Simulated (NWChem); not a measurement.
System: SiICl2F; SMILES F[Si](Cl)(Cl)I

All runs: NWChem. All runs use the structure optimised with PBE-D3(BJ)/def2-SVP. def2 effective core potentials on I; no spin-orbit coupling. Level r2SCAN/def2-SVP: energy and gradient on several grids; changes count from the extra-fine grid, which is no exact limit either.

Question: Which is the coarsest grid (coarse; xfine; xcoarse; medium; fine) from which on the energy stays within 50 μHa and each gradient component within 100 μHa/bohr of xfine?

Answer: fine.
| grid | size of the energy change (μHa) | largest change of a gradient component (μHa/bohr) |
|---|---|---|
| xcoarse | 7000 | 800 |
| coarse | 300 | 100 |
| medium | 100 | 50 |
| fine | 20 | < 30 |
| xfine | < 10 | < 30 |
